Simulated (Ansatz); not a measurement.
Consider the ligand exchange at the As–O bond: `[SiH3]O[AsH2]` + `S[S][GeH3]` → `[GeH3][S]S[AsH2]` + `O[SiH3]`.

Computed with Ansatz on PBE0-D4/def2-TZVP structures; ΔE is electronic, products minus reactants. CBS: MP2 limit from def2 TZ/QZ plus the TZ coupled-cluster correction, frozen cores. Functionals use def2-TZVPP. HSE06 is defined as in plane-wave codes. For As, Ge outer-core shells are correlated without core-valence functions, which leaves a few kJ/mol of doubt a bond. Scalar relativity is left out up to krypton. One conformer a species, not always the lowest.

(1) Is it downhill or uphill in electronic energy at CCSD(T)/CBS, and by how much? (Best estimate.)

(2) What do these levels give: revPBE-D4, PBE0-D4, HSE06-D4, BHLYP-D4, CAM-B3LYP-D4, ωB97X-V, PBE-QIDH, BHLYP, CCSD(T)/def2-SVP, MP2/def2-TZVPP, SCS-MP2/def2-TZVPP, HF/def2-QZVPP? (An estimate is asked.)

Largest T1 diagnostic among the species: 0.013.

Answers

(1) The calculation gave: Downhill: ΔE = -53.1 kJ/mol.

(2) Ansatz gave: revPBE-D4 -60.5, PBE0-D4 -58.7, HSE06-D4 -59.1, BHLYP-D4 -48.2, CAM-B3LYP-D4 -43.3, ωB97X-V -43.1, PBE-QIDH -53.9, BHLYP -41.9, CCSD(T)/def2-SVP -41.0, MP2/def2-TZVPP -53.8, SCS-MP2/def2-TZVPP -44.9, HF/def2-QZVPP -29.5 kJ/mol.

From BLYP to BHLYP (50 % exact exchange), in def2-TZVPP and without D4, ΔE moves by +3.9 kJ/mol. In def2-TZVPP, CCSD(T) changes the Hartree–Fock value by −14.8 kJ/mol (the triples alone add −3.4 kJ/mol) and MP2 by −21.8 kJ/mol. At CCSD(T), def2-SVP lies +12.1 kJ/mol from the extrapolated value and def2-TZVPP +6.4 kJ/mol.
